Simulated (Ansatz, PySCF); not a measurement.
Energy difference 4 R1 + R2 → 4 P1 + P2, each structure at its B3LYP-D3(BJ)/def2-TZVP stationary point, reached from a drawn start (curvature not checked).
P1: HCl (SMILES Cl), charge 0, multiplicity 1.
R1, HF (SMILES F) (charge 0, multiplicity 1):
```xyz
2

F      0.000     0.000     0.462
H      0.000     0.000    -0.462
```
R2, SiCl4 (SMILES Cl[Si](Cl)(Cl)Cl) (charge 0, multiplicity 1, Z-matrix in Å and degrees):
```
Si
Cl 1 2.0325
Cl 1 2.0325 2 109.47
Cl 1 2.0325 2 109.47 3 -120.00
Cl 1 2.0325 2 109.47 3 120.00
```
P2: SiF4 (SMILES F[Si](F)(F)F), charge 0, multiplicity 1.

P less R. No zero-point or thermal terms.

Correlated levels freeze the cores.

Run with Ansatz (a quantum-chemistry and plane-wave program) with Gaussian orbitals; PySCF for the D3/D4 terms. All values are computed, each at the level named.

PBE/def2-TZVPP gives -44.41 kcal/mol for the reaction energy.

Q: Where do these levels fall relative to PBE: PBE-D3(BJ)/def2-TZVPP, r2SCAN/def2-TZVPP, B3LYP/def2-TZVPP, wB97M-V/def2-TZVPP, B2PLYP/def2-TZVPP, MP2/cc-pV(Q+d)Z, CCSD(T)/cc-pV(Q+d)Z.

A: PBE-D3(BJ)/def2-TZVPP 3.38; r2SCAN/def2-TZVPP -7.60; B3LYP/def2-TZVPP -12.36; wB97M-V/def2-TZVPP -5.18; B2PLYP/def2-TZVPP -10.25; MP2/cc-pV(Q+d)Z -3.67; CCSD(T)/cc-pV(Q+d)Z -9.79 kcal/mol. 1 of 7 lie above PBE; the widest gap is to B3LYP/def2-TZVPP.
